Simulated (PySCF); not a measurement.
Compound: cis-PdCl2(PF3)2 (singlet state).
Bonds: Pd1–Cl2, Pd1–Cl3, Pd1–P4, Pd1–P8, P4–F5, P4–F6, P4–F7, P8–F9, P8–F10, P8–F11.

Computed with PBE0-D3(BJ)/def2-SVP geometry optimisation, gas phase, def2 core potentials past Kr in PySCF.

Q: How far are the bound atoms from Pd1?

A: 4 atoms: P4 2.197 Å, P8 2.198 Å, Cl2 2.315 Å, Cl3 2.316 Å. The nearest atom not counted as bound is F9, at 3.23 Å (others tie with it).

Q: List the angles at Pd1.

A: 
```json
{"angle": "Cl3–Pd1–P8", "degrees": "175.9", "distance of the outer atoms (Å)": "4.51"}
{"angle": "Cl2–Pd1–P4", "degrees": "175.9", "distance of the outer atoms (Å)": "4.51"}
{"angle": "P4–Pd1–P8", "degrees": "107.1", "distance of the outer atoms (Å)": "3.53"}
{"angle": "Cl2–Pd1–Cl3", "degrees": "99.0", "distance of the outer atoms (Å)": "3.52"}
{"angle": "Cl2–Pd1–P8", "degrees": "77.0", "distance of the outer atoms (Å)": "2.81"}
{"angle": "Cl3–Pd1–P4", "degrees": "76.9", "distance of the outer atoms (Å)": "2.81"}
```

Q: Describe the arrangement about Pd1 in numbers.

A: Angles from 76.9° to 175.9°; τ4 = (360° − α − β)/141° = 0.06 with α and β the two widest (0 for a square, 1 for a tetrahedron).

Q: What are the other bond lengths?

A: P4–F5, P8–F9 1.579 Å; P4–F6 and 3 like bonds 1.564 Å.

Q: Give some angles away from the centre.

A: Pd1–P4–F5 117.2°, Pd1–P4–F6 118.8°, F5–P4–F6 98.8°, F6–P4–F7 101.7°.

Q: What are the rotational constants (commonest isotopes, rigid rotor)?

A: A = 710.0, B = 426.8, C = 302.2 MHz: an asymmetric top.

Charge 0, singlet. Not checked by PBE0-D3(BJ)/def2-SVP frequencies.
